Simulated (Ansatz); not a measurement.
BrH2InO2 (`[OH][In]([OH])[Br]`), relaxed with RKS PBE0-D4/def2-TZVP in Ansatz 0.2.0 from a PBE-D4/def2-SVP geometry. The force threshold is 0.005 eV/Å; the program also tests the step.

Charge 0, multiplicity 1. In: def2 effective core potential.

Start:

```xyz
6

O     0.720    1.666   -0.348
In    0.011   -0.018    0.511
O    -0.732   -1.641   -0.432
Br    0.059   -0.102    2.988
H     0.605    1.614   -1.318
H    -0.663   -1.519   -1.400
```

```tsv
step	energy (eV)	largest force (eV/Å)	largest move (Å)
1	-79338.5917	0.979	0.000
2	-79338.6593	0.354	0.063
3	-79338.6707	0.034	0.041
4	-79338.6708	0.004	0.004
```

End:

```xyz
6

O     0.667    1.601   -0.365
In    0.011   -0.019    0.553
O    -0.683   -1.573   -0.447
Br    0.060   -0.102    2.979
H     0.600    1.540   -1.322
H    -0.655   -1.446   -1.399
```

Run time 14 s (4 threads of a server CPU on a shared host); peak host memory 0.51 GiB.
